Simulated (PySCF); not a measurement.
Computed IR spectrum (relative IR intensity) of a molecule C5H6Se. Geometry optimised at B3LYP-D3(BJ)/def2-SVP. Other conformers were not sampled. All values below come from B3LYP-D3(BJ)/def2-SVP in PySCF 2.14.0. Frequencies are harmonic and unscaled.

ν (cm⁻¹): 186 (vw), 384 (w), 396 (m), 500 (vw), 621 (w), 704 (m), 817 (s), 866 (w), 885 (w), 914 (s), 1009 (w), 1023 (m), 1054 (vw), 1112 (m), 1120 (w), 1300 (vw), 1329 (w), 1421 (w), 1426 (w), 1621 (w), 1696 (vs), 3081 (w), 3139 (m), 3148 (w), 3155 (vw), 3220 (w), 3240 (w) (against the strongest line: vs over 80 %, s over 45 %, m over 15 %, w over 4 %, vw less)

**Question.** Which structure fits?
(A) C1=C[Se]C=CC1
(B) C=C=C1C[Se]C1
(C) C=CC1=C[Se]C1
(D) [SeH]C1C=CC=C1

**Answer.** C, C=CC1=C[Se]C1
